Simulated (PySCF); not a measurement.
# Dipole response of Ga⁻ (gallium, charge -1)

[Ar] 3d10 4s2 4p2, high-spin 3P determinant. Computed with PySCF 2.14 in aug-cc-pVDZ-PP with ECP10MDF (5s4p3d, 32 functions), with a scalar-relativistic core potential. Coupled (time-dependent) response in atomic units; α is the mean over directions. A double-zeta set is small for polarisabilities.

```tsv
method	mean α (bohr³)	α xx, yy, zz	C₆ (like pair)	S(−4)
UHF	262.5	106.0, 340.8, 340.7	4322	69560
```

S(−4) is the Cauchy moment in α(ω) = α(0) + S(−4) ω² + …

Spin-orbit coupling is absent.

α(iu) at UHF:

| u (hartree) | α(iu) (bohr³) |
| --- | --- |
| 0 | 262.5 |
| 0.0500 | 174.2 |
| 0.100 | 110.0 |
| 0.200 | 56.32 |
| 0.300 | 33.21 |
| 0.500 | 14.96 |
| 0.750 | 7.403 |
| 1.00 | 4.393 |
| 1.50 | 2.059 |
| 2.00 | 1.188 |
| 3.00 | 0.5415 |
| 5.00 | 0.1989 |

For an ion, C₆ is the dispersion term alone; charge-induced terms of lower order in 1/R come first.

The components differ because the open shell of this determinant is not spherical; for a pure term their mean is the scalar polarisability.

Energies and moments cover only the electrons outside the core potential.
